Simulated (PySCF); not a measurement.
GaCl₂, SMILES [Cl][Ga+][Cl], charge +1. Geometry: r2SCAN-D4/def2-TZVP. The spin state was assumed, not searched. The isomer is the one that the SMILES or the coordinates give; other isomers of the formula were not compared.

Calculation: PySCF 2.14.0 with r2SCAN-D4/def2-TZVP.

Harmonic wavenumbers (cm⁻¹): 113, 113, 424, 611. Rotational constants (GHz): 1.746 (linear); symmetry number 2.

Work out the zero-point energy and the ideal-gas rigid-rotor harmonic-oscillator thermochemistry at 298.15 K and 1 atm.

ZPE = ½ Σ hcν = ½ × 1260 cm⁻¹ = 1.80 kcal/mol. H − E(el) = 5.04 kcal/mol. Entropy in cal/(mol K): translation 40.73, rotation 16.86, vibration 7.75, total 65.35. G − E(el) = -14.44 kcal/mol. Cp = 13.26 cal/(mol K). Modes under 150 cm⁻¹ make the vibrational entropy uncertain.
